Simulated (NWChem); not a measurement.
# ZrH$_{4}$; SMILES [ZrH4]

```xyz
5

Zr     0.0000     0.0000     0.0000
H      1.5056    -1.0486     0.1844
H     -1.4813    -1.0803    -0.1977
H      0.1788     1.0760    -1.4869
H     -0.2031     1.0530     1.5002
```
Atoms are numbered in this order, from 1.

Level: PBE0/def2-SVP with def2 effective core potentials on Zr (NWChem), optimised geometry, unscaled harmonic frequencies. def2 effective core potentials on Zr; no spin-orbit coupling.

```json
[
 {"frequency (cm⁻¹)": "541", "IR intensity (km/mol)": "239.4"},
 {"frequency (cm⁻¹)": "541", "IR intensity (km/mol)": "239.4"},
 {"frequency (cm⁻¹)": "541", "IR intensity (km/mol)": "239.1"},
 {"frequency (cm⁻¹)": "631", "IR intensity (km/mol)": "0.0"},
 {"frequency (cm⁻¹)": "632", "IR intensity (km/mol)": "0.0"},
 {"frequency (cm⁻¹)": "1701", "IR intensity (km/mol)": "601.7"},
 {"frequency (cm⁻¹)": "1701", "IR intensity (km/mol)": "601.7"},
 {"frequency (cm⁻¹)": "1701", "IR intensity (km/mol)": "601.8"},
 {"frequency (cm⁻¹)": "1760", "IR intensity (km/mol)": "0.0"}
]
```

The zero-point energy is 13.9 kcal/mol. The thermal correction to the enthalpy at 298.15 K (with zero-point energy) is 16.9 kcal/mol. The heat capacity Cv comes out as 11.5 cal/(mol K) and the entropy at 298.15 K and 1 atm (symmetry number 12) comes out as 55.3 cal/(mol K).

Rigid rotor and harmonic oscillator.
